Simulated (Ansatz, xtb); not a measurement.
## GaH2SiSn−: which of two structures lies lower

Structure X is a singlet given by its coordinates and structure Y is a singlet given by its coordinates. Both are isolated ions in the gas phase, relaxed with PBE-D3(BJ)/def2-SVPD.

X (Å):

```xyz
5

Ga   -0.7082   -1.2867   -1.8310
Si   -3.1620   -0.2445   -1.4644
Sn   -1.5816    0.4645    0.2756
H    -4.5997   -0.1447   -1.9809
H    -2.6117   -1.2210   -2.6100
```

Close contacts (Å): Ga1–Si2 2.69, Ga1–Sn3 2.88, Si2–Sn3 2.46, Ga1–H5 2.06, Si2–H4 1.53, Si2–H5 1.60.

Y (Å):

```xyz
5

Ga   -2.4610    0.7224   -2.9778
Si   -3.1195   -0.1006   -0.7617
Sn   -1.7106   -2.0684   -1.3900
H    -3.8294   -0.0588    0.5913
H    -1.5127   -0.9838   -2.9736
```

Close contacts (Å): Ga1–Si2 2.45, Ga1–Sn3 3.30, Si2–Sn3 2.50, Ga1–H5 1.95, Si2–H4 1.53, Sn3–H5 1.93.

Energies in hartree; the thermal terms are from PBE-D3(BJ)/def2-SVPD harmonic frequencies (ideal gas, rigid rotor, one conformer each, 298.15 K, 1 atm) and include the zero-point energy:

```
                                X            Y
E, CCSD(T)/def2-SVPD  −2426.827005  −2426.826828
    E, MP2/def2-SVPD  −2426.784608  −2426.782080
  E, MP2/def2-TZVPPD  −2427.387081  −2427.381159
   zero-point energy      0.014320      0.013088
        H(298 K) − E      0.020841      0.019697
        G(298 K) − E     −0.017336     −0.018906
```

Correct the CCSD(T) difference for the basis set by the MP2 change, then work out ΔE, ΔE₀, ΔH and ΔG for X → Y in kJ/mol (1 Eh = 2625.50 kJ/mol) and the equilibrium ratio [Y]/[X].

1. Differences Y − X: CCSD(T) +0.000177, MP2 in the small set +0.002528, MP2 in the large set +0.005922 Eh.
2. ΔE = +0.000177 + (+0.005922 − (+0.002528)) = +0.003571 Eh = +9.38 kJ/mol.
3. ΔE₀ = ΔE + ΔZPE = +0.003571 + (−0.001232) Eh = +6.14 kJ/mol.
4. ΔH = ΔE + (−0.001144) Eh = +6.37 kJ/mol.
5. ΔG = ΔE + (−0.001570) Eh = +5.25 kJ/mol, so ΔS = (ΔH − ΔG)/T = +3.8 J/(mol K).
6. kT = 0.9442 mEh, so K = [Y]/[X] = exp(−ΔG/kT) = exp(−2.12) ≈ 0.12.

The sums favour X, but ΔE leans on the basis-set step (CCSD(T) alone has the other sign or is under 1 kcal/mol), so the order isn't settled. An error of 4 kJ/mol in ΔG would change K by a factor of 5. PBE-D3(BJ)/def2-SVPD, CCSD(T)/def2-SVPD found them nearly level. Mirror images and further conformers aren't counted.

Other levels gave ΔE = −0.8 (PBE-D3(BJ)/def2-SVPD); +4.0 (HF/def2-SVPD); +6.6 (MP2/def2-SVPD); +0.5 (CCSD(T)/def2-SVPD) kJ/mol. The correlated steps freeze 18 core orbitals; the filled d shell of Ga and Sn is correlated, in a basis made for valence electrons. Atoms past krypton carry core potentials in the def2 sets, without spin–orbit terms. Programs: Ansatz 0.2.0.
